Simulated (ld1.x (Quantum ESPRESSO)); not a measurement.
## u(r) = r·R(r): atom against pseudo-atom (Cr)

Columns: radius, all-electron u(r) and pseudo u(r) of the 4s shell (level -18.42 eV) of chromium in the configuration [Ne] 3s2 3p6 3d4 4s0 4p0; PBEsol, scalar-relativistic, TM semilocal scheme, ld1.x (Quantum ESPRESSO) 7.5.

```tsv
r (bohr)	all-electron	pseudo
0.115	-0.0963	-0.0154
0.230	-0.1901	-0.0314
0.345	-0.0105	-0.0488
0.460	0.1920	-0.0682
0.575	0.3116	-0.0905
0.690	0.3357	-0.1164
0.805	0.2859	-0.1469
0.920	0.1899	-0.1826
1.035	0.0706	-0.2242
1.150	-0.0557	-0.2716
1.265	-0.1784	-0.3245
1.380	-0.2910	-0.3816
1.495	-0.3900	-0.4406
1.610	-0.4740	-0.4988
1.725	-0.5428	-0.5531
1.840	-0.5970	-0.6003
1.955	-0.6375	-0.6382
2.070	-0.6656	-0.6657
2.185	-0.6829	-0.6829
2.300	-0.6907	-0.6907
2.415	-0.6903	-0.6903
2.530	-0.6830	-0.6830
2.645	-0.6702	-0.6702
2.760	-0.6527	-0.6527
2.875	-0.6317	-0.6317
2.990	-0.6078	-0.6078
```

Question: How many radial nodes do the two functions have?

Answer: The all-electron 4s function has n − l − 1 = 3 (the table is too coarse to show those close to the nucleus); the pseudo-wave has 0, since the states of the same l below it are removed with the core.

Question: At about which radius was the pseudo-wave matched?

Answer: 2.30 bohr. The columns agree to 0.0005 from 2.07 bohr on; several derivatives are matched, so the curves merge somewhat inside the radius.

Question: Where does each function peak?

Answer: Outermost all-electron maximum near 2.30 bohr, pseudo maximum near 2.30 bohr (to the table’s step).

Question: Is the pseudo-wave norm-conserving?

Answer: Yes: the TM semilocal scheme keeps the norm inside the radius equal to the all-electron one, which fixes the energy derivative of the logarithmic derivative at the level.
